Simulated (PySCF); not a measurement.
Si(CCH)(F)2(Me), SMILES C[Si](F)(C#C)F (C₃H₄F₂Si), PBE0/def2-SVP optimised geometry.

```
10

C      1.23    -0.77     0.04
C      0.02    -0.75     0.00
Si    -1.80    -0.75     0.00
C     -2.54    -1.66     1.42
F     -2.31    -1.38    -1.40
F     -2.31     0.79     0.00
H      2.31    -0.79     0.07
H     -2.23    -1.21     2.37
H     -3.64    -1.64     1.37
H     -2.21    -2.71     1.41
```

Density from PBE0/def2-TZVP in PySCF 2.14.0 at that geometry.

Minimum of the electron density along straight lines between bonded atoms, close to the bond critical point (lines longer than 1.1 times the sum of covalent radii, or with two minima, are not listed):

```tsv
bond	length / Å	ρ at the minimum / e bohr⁻³	∇²ρ there / e bohr⁻⁵	position (fraction from the first atom)
C1–C2	1.216	(withheld)	-1.24	0.53
C2–Si3	1.822	0.125	0.31	0.61
Si3–C4	1.841	0.133	(withheld)	0.39
Si3–F5	1.615	0.135	0.92	0.42
Si3–F6	1.615	0.135	0.92	0.42
C1–H7	1.076	(withheld)	-1.06	0.67
C4–H8	1.101	0.266	-0.87	0.64
C4–H9	1.101	0.266	-0.87	0.64
C4–H10	1.101	0.266	-0.87	0.64
```

Task: What belongs in the gaps?

Result: 
- C1–C2, ρ at the minimum / e bohr⁻³: 0.413
- Si3–C4, ∇²ρ there / e bohr⁻⁵: 0.19
- C1–H7, ρ at the minimum / e bohr⁻³: 0.285
